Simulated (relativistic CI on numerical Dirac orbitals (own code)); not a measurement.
## Nb³⁺: M2,3 absorption edge

Computed with this model: Dirac-Coulomb-Breit CI, orbitals from a KLI potential per configuration, a model potential for QED, valence Slater integrals scaled by 0.7, multiplet model of core-to-valence dipole absorption; configurations [Kr] 4d2 → [Ne] 3s2 3p5 3d10 4s2 4p6 4d3; 80 K; Lorentzian 3 eV and Gaussian 0.4 eV FWHM. Energies are those of the free ion, without screening or charge transfer. The branching ratio is the share of the lower-energy edge in the whole absorption, uncertain by about 0.02 where the edges overlap. S is read from ⟨S²⟩ = S(S + 1).

Field parameters in Wybourne normalisation: Oh B⁴₀ = 21Dq, B⁴₄ = √(5/14) B⁴₀. The field is a parameter set, without covalency.

Computed curve for free ion, scaled to 100 at the maximum (points under 2 are left out and the grid is thinned):

```csv
Energy (eV),Intensity
357.0,2.2
357.5,2.4
358.0,2.6
358.5,2.9
359.0,3.2
360.0,4.0
360.5,4.5
361.0,5.2
361.5,6.0
362.0,7.0
362.5,8.2
363.0,9.8
363.5,11.9
364.5,18.8
365.0,24.4
365.5,32.6
366.0,44.3
366.5,60.1
367.0,78.1
367.5,93.4
368.0,100.0
368.5,93.7
369.5,59.9
370.0,45.2
370.5,34.1
371.0,26.1
371.5,20.4
372.0,16.2
372.5,13.1
373.0,10.8
374.0,7.8
374.5,6.8
375.0,6.1
375.5,5.5
376.0,5.1
376.5,4.8
377.0,4.6
377.5,4.5
378.5,4.7
379.0,5.0
379.5,5.5
380.0,6.3
380.5,7.5
381.0,9.3
381.5,12.1
382.0,15.7
382.5,19.5
383.5,22.8
384.0,22.3
384.5,20.3
385.0,17.0
385.5,13.5
386.0,10.6
386.5,8.6
387.0,7.1
388.0,4.7
388.5,3.8
389.0,3.2
389.5,2.7
390.0,2.3
```

The ground state has S = 0.99, and the centroid lies at 371.19 eV.
